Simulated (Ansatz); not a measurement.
`[Cl][Sb]([Cl])[Cl]` → Cl• + `[Cl][Sb][Cl]`• at 298.15 K and 1 bar (homolysis of the Cl–Sb bond).

Gas-phase electronic energies from Ansatz, PBE0-D4/def2-TZVP geometries. CCSD(T)/CBS is the MP2 limit (def2-TZVPP, def2-QZVPP) plus CCSD(T) − MP2 in def2-TZVPP, frozen cores. This one scheme is used for every species, atoms too. No spin–orbit coupling; open shells (•) take unrestricted orbitals. Spin–orbit coupling would lower the free atoms: a little for Cl. Elements past krypton have def2 core potentials. For Sb outer-core shells are correlated without core-valence functions, so the limit isn't a true one: a few kJ/mol of doubt a bond, and 10 to 20 or more in all where bonds break to atoms.

```
             species  CCSD(T)/CBS energy (Eh)  H − E (kJ/mol)  S (J/(mol·K))
`[Cl][Sb]([Cl])[Cl]`              -1619.46986            26.9          339.2
                 Cl•               -459.70966             6.2          168.3
     `[Cl][Sb][Cl]`•              -1159.62967            18.7          310.4
```

H − E and S are ideal-gas, rigid-rotor, harmonic terms from PBE0-D4/def2-TZVP, with the whole ground term of open shells counted as degenerate. 1 Eh = 2625.50 kJ/mol, R = 8.31446 J/(mol·K).

**Question.** By hand: ΔE, ΔH, ΔS and ΔG.

**Answer.** ΔE = (-459.70966) + (-1159.62967) − (-1619.46986) = 0.13053 Eh = 342.7 kJ/mol. Δ(H − E) = 6.2 + 18.7 − 26.9 = -2.0, so ΔH = 340.7 kJ/mol. ΔS = 168.3 + 310.4 − 339.2 = 139.5 J/(mol·K). ΔG = 340.7 − 298.15 × (139.5)/1000 = 299.1 kJ/mol.

**Question.** By hand: the equilibrium constant, and the temperature at which ΔG would vanish if ΔH and ΔS stayed fixed.

**Answer.** log₁₀ K = −ΔG/(RT ln 10) = -52.4. ΔG = 0 at ΔH/ΔS = 2442 K.

The number of gas molecules changes by +1, which sets the sign of ΔS. A doubt of 5 kJ/mol in ΔE shifts log₁₀ K by 0.9 here. These are equilibria of isolated gas molecules and say nothing of rates. Largest T1 diagnostic: 0.014 (customary marks: 0.02 for closed shells, 0.045 for open ones).
